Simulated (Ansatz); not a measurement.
Reaction (ligand exchange at the Si–Cl bond): `Cl[Si](Cl)(Cl)Cl` + CH₃OH → `CO[Si](Cl)(Cl)Cl` + HCl

Computed with Ansatz on PBE0-D4/def2-TZVP structures; ΔE is electronic, products minus reactants. CBS: MP2 limit from def2 TZ/QZ plus the TZ coupled-cluster correction, frozen cores. This one scheme is used for every species. DFT in def2-TZVPP. B3LYP here is the variant with VWN-RPA as its local correlation; programs differ in this. HSE06 is defined as in plane-wave codes. Each species was taken in one conformer, which may not be the lowest.

| level | ΔE (kJ/mol) | difference from CCSD(T)/CBS |
| --- | --- | --- |
| LDA (SPW92) | -22.4 | 2.5 |
| PBE-D4 | -14.8 | 10.1 |
| revPBE-D4 | -14.6 | 10.3 |
| r2SCAN-D4 | -22.9 | 2.0 |
| B97M-V | -23.9 | 1.0 |
| PBE0-D4 | -17.3 | 7.6 |
| B3LYP-D4 | -26.0 | -1.1 |
| r2SCAN0-D4 | -23.4 | 1.5 |
| HSE06-D4 | -16.8 | 8.1 |
| BHLYP-D4 | -28.9 | -4.0 |
| CAM-B3LYP-D4 | -30.9 | -6.0 |
| ωB97X-V | -24.7 | 0.2 |
| ωB97M-V | -23.6 | 1.3 |
| B2PLYP | -25.3 | -0.4 |
| PBE | -12.5 | 12.4 |
| revPBE | -8.8 | 16.1 |
| BLYP | -20.5 | 4.4 |
| r2SCAN | -21.8 | 3.1 |
| PBE0 | -15.1 | 9.8 |
| B3LYP | -23.0 | 1.9 |
| r2SCANh | -21.9 | 3.0 |
| r2SCAN0 | -22.2 | 2.7 |
| HSE06 | -14.9 | 10.0 |
| BHLYP | -27.7 | -2.8 |
| LC-ωPBE | -21.0 | 3.9 |
| RPA@PBE/def2-TZVPP | -30.5 | -5.6 |
| HF/def2-SVP | -25.5 | -0.6 |
| MP2/def2-SVP | -24.9 | 0.0 |
| CCSD/def2-SVP | -26.0 | -1.1 |
| CCSD(T)/def2-SVP | -25.8 | -0.9 |
| HF/def2-TZVPP | -32.1 | -7.2 |
| MP2/def2-TZVPP | -25.4 | -0.5 |
| SCS-MP2/def2-TZVPP | -27.6 | -2.7 |
| CCSD/def2-TZVPP | -30.6 | -5.7 |
| CCSD(T)/def2-TZVPP | -29.7 | -4.8 |
| HF/def2-QZVPP | -32.9 | -8.0 |
| MP2/def2-QZVPP | -23.0 | 1.9 |
| SCS-MP2/def2-QZVPP | -25.4 | -0.5 |
| HF/CBS(def2) | -33.1 | -8.2 |
| CCSD/CBS(def2) | -25.9 | -1.0 |
| CCSD(T)/CBS | -24.9 | 0 |

Largest T1 diagnostic among the species: 0.010.

Leaving LDA and LC-ωPBE aside and taking each functional with its dispersion term where it has one, the values spread over 16.3 kJ/mol, from CAM-B3LYP-D4 to revPBE-D4. LDA lies −9.9 kJ/mol from PBE without D4. From BLYP to BHLYP (50 % exact exchange), in def2-TZVPP and without D4, ΔE moves by −7.2 kJ/mol.
